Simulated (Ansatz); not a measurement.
`C[SiH2][GaH2]` + `[AsH3]` → `C[SiH2][AsH2]` + `[GaH3]` at 500 K and 1 bar (cleavage of the Si–Ga bond).

Gas-phase electronic energies from Ansatz, PBE0-D4/def2-TZVP geometries. CCSD(T)/CBS is the MP2 limit (def2-TZVPP, def2-QZVPP) plus CCSD(T) − MP2 in def2-TZVPP, frozen cores. For As, Ga outer-core shells are correlated without core-valence functions, which leaves a few kJ/mol of doubt a bond. Scalar relativity is left out up to krypton.

```
        species  CCSD(T)/CBS energy (Eh)  H − E (kJ/mol)  S (J/(mol·K))
`C[SiH2][GaH2]`              -2255.26778           219.6          408.0
       `[AsH3]`              -2236.79077            76.6          245.1
`C[SiH2][AsH2]`              -2566.35921           225.3          392.0
       `[GaH3]`              -1925.70545            69.3          243.1
```

H − E and S are ideal-gas, rigid-rotor, harmonic terms from PBE0-D4/def2-TZVP, for one conformer and one mirror image of each species. 1 Eh = 2625.50 kJ/mol, R = 8.31446 J/(mol·K).

**Question.** By hand: ΔE, ΔH, ΔS and ΔG.

**Answer.** ΔE = (-2566.35921) + (-1925.70545) − (-2255.26778) − (-2236.79077) = -0.00611 Eh = -16.0 kJ/mol. Δ(H − E) = 225.3 + 69.3 − 219.6 − 76.6 = -1.6, so ΔH = -17.6 kJ/mol. ΔS = 392.0 + 243.1 − 408.0 − 245.1 = -18.0 J/(mol·K). ΔG = -17.6 − 500 × (-18.0)/1000 = -8.6 kJ/mol.

**Question.** By hand: the equilibrium constant, and the temperature at which ΔG would vanish if ΔH and ΔS stayed fixed.

**Answer.** log₁₀ K = −ΔG/(RT ln 10) = 0.9. ΔG = 0 at ΔH/ΔS = 978 K, though so small a ΔS makes that figure unsure.

TΔS isn't small against ΔH here. A doubt of 5 kJ/mol in ΔE shifts log₁₀ K by 0.5 here. Other conformers and mirror images would add mixing entropy, several J/(mol·K) or more a flexible species. Modes under 60 cm⁻¹, often nearly free rotors, make the harmonic entropy too high. These are equilibria of isolated gas molecules and say nothing of rates. Largest T1 diagnostic: 0.013 (customary marks: 0.02 for closed shells, 0.045 for open ones).
